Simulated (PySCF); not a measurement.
## Radial density of Sc⁺ (scandium, charge +1)

PBE, [Ar] 3d1 4s1, high-spin 3D determinant. All numbers are calculated (PySCF 2.14, the spin-free X2C one-electron Hamiltonian (Gaussian nucleus), in x2c-TZVPall (6s5p4d1f, 48 functions)).

```tsv
r (bohr)	4πr²ρ (e/bohr)	4πr²(ρα − ρβ)
0.00143	0.1922	0.0001
0.00241	0.4935	0.0002
0.00405	1.247	0.0006
0.00681	3.020	0.0015
0.0115	6.793	0.0032
0.0193	13.46	0.0061
0.0324	21.60	0.0085
0.0545	24.72	0.0057
0.0918	19.54	-0.0019
0.154	20.66	0.0114
0.260	26.06	0.0533
0.437	11.95	0.1577
0.734	7.791	0.4914
1.24	7.041	0.5413
2.08	1.416	0.5136
3.49	0.4150	0.4003
5.88	0.04173	0.0417
9.89	0.0001315	0.0001
```

Densities and radii are taken from the X2C orbitals without a picture-change correction, which distorts them close to the nucleus.
